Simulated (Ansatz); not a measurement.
Input and output for `O[SiH](O)C#C[SiH3]`.

```yaml
crystal:
  periodic: [false, false, false]
  atoms:
    - {symbol: O, position_ang: [0.490365, -2.217234, 1.831842]}
    - {symbol: Si, position_ang: [-0.795445, -1.363189, 1.293428]}
    - {symbol: O, position_ang: [-1.545208, -0.472731, 2.439864]}
    - {symbol: C, position_ang: [-0.212937, -0.237518, -0.032929]}
    - {symbol: C, position_ang: [0.187004, 0.516459, -0.897836]}
    - {symbol: Si, position_ang: [0.774716, 1.643233, -2.209716]}
    - {symbol: H, position_ang: [1.354525, -1.805257, 1.800267]}
    - {symbol: H, position_ang: [-1.788052, -2.337203, 0.818608]}
    - {symbol: H, position_ang: [-1.183103, 0.385635, 2.662991]}
    - {symbol: H, position_ang: [0.971090, 2.995969, -1.633480]}
    - {symbol: H, position_ang: [-0.237332, 1.698920, -3.291739]}
    - {symbol: H, position_ang: [2.061278, 1.137717, -2.747202]}
basis:
  gaussian: {orbitals: pcseg-2}
hamiltonian: {xc: {name: r2SCAN}}
```

```sh
$ ansatz run in.yaml --threads 2 --pin off --events-out ev --progress --plain --max-ram 22528MiB --backend cuda --devices 0, --max-vram 18GiB
```

Output, abridged:

```
Functional definition: r2SCAN
1456 factors; their error is unknown
mean field evaluation 1: about -22006.7981 eV, gradient 9.0e1 eV
mean field evaluation 2: about -21981.0419 eV, gradient 1.4e2 eV
mean field evaluation 4: about -22020.8333 eV, gradient 1.2e1 eV
mean field evaluation 8: about -22021.2141 eV, gradient 2.5e-1 eV
mean field evaluation 16: about -22021.1467 eV, gradient 3.6e-4 eV
mean field -22021.14671658 eV, -809.2622153649 hartree, gradient 6.5e-5 eV, S^2 0.000000; 0 other end points of the search recorded, 0 dependent functions left out
reference -22021.14673650 eV, -809.2622160969 hartree; 31, 31 occupied and 241, 241 virtual orbitals, 1456 factors
Total energy: -22021.14673650 eV, -809.2622160969 hartree
```

Hardware: 2 threads of an AMD EPYC 7R13 on a shared host and a share of an NVIDIA H100 80 GB. Wall time 3.4 s, peak host memory 0.86 GiB.
